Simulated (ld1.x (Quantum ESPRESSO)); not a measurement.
# Transferability test, PAW potential for scandium (Sc)

Sc (Z = 21), PAW, made with ld1.x (Quantum ESPRESSO) 7.5 (LDA (PZ), non-relativistic). Core [Ar], reference 3d1 4s1 4p0 (charge +1). Waves: 4s (bound): rcut 2.15, rcutus 3.00 bohr; 4s channel at 2.8 Ry: rcut 2.15, rcutus 3.00 bohr; 4p (bound, empty): rcut 3.80, rcutus 4.10 bohr; 4p channel at 4.15 Ry: rcut 3.80, rcutus 4.10 bohr; 3d (bound): rcut 1.85, rcutus 2.45 bohr; 3d channel at 0.25 Ry: rcut 1.85, rcutus 2.45 bohr. Local part: all-electron potential smoothed inside 2.65 bohr (lloc = -1). Core correction: Bessel-smoothed model core, default radius (core density twice the valence density). Augmentation charge: BESSEL, radius 1.70 bohr.

Energies are relative to the spin-unpolarised reference configuration 3d1 4s1 4p0; without spin polarisation the order of configurations can differ from experiment. Not all tests gave a result: test run stopped at test 5 of 9 (negative rho).

Problem. Give the all-electron excitation energy and the error of the potential for: 3d1 4s2 4p0; 3d1 4s0 4p0; 3d1 4s1.5 4p0; 3d1 4s0 4p2.

Solution.

| valence configuration | charge | ΔE all-electron (eV) | error AE − PS (meV) |
| --- | --- | --- | --- |
| 3d1 4s2 4p0 | 0 | -7.022 | -1.9 |
| 3d1 4s0 4p0 | +2 | 12.884 | -16 |
| 3d1 4s1.5 4p0 | +0.5 | -4.216 | -0.9 |
| 3d1 4s0 4p2 | 0 | -1.299 | +3.0 |
